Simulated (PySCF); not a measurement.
F4Ti, SMILES [F][Ti]([F])([F])[F] (connectivity only; charge and spin as stated), charge +1, multiplicity 2. Coordinates come from a TPSSh-D3(BJ)/def2-SVP optimisation. The spin state was assumed, not searched. The isomer is the one that the SMILES or the coordinates give; other isomers of the formula were not compared.

Level of theory: TPSSh-D3(BJ)/def2-SVP (PySCF).

Harmonic wavenumbers (cm⁻¹): 100, 136, 157, 199, 306, 362, 660, 884, 930. Rotational constants (GHz): 4.411, 3.191, 2.602; symmetry number 2.

Task: Work out the zero-point energy and the ideal-gas rigid-rotor harmonic-oscillator thermochemistry at 298.15 K and 1 atm.

Result: ZPE = ½ Σ hcν = ½ × 3735 cm⁻¹ = 5.34 kcal/mol. H − E(el) = 9.96 kcal/mol. Entropy in cal/(mol K): translation 40.36, rotation 25.20, vibration 14.16, spin 1.38, total 81.09. G − E(el) = -14.21 kcal/mol. Cp = 20.65 cal/(mol K). Modes under 150 cm⁻¹ make the vibrational entropy uncertain.
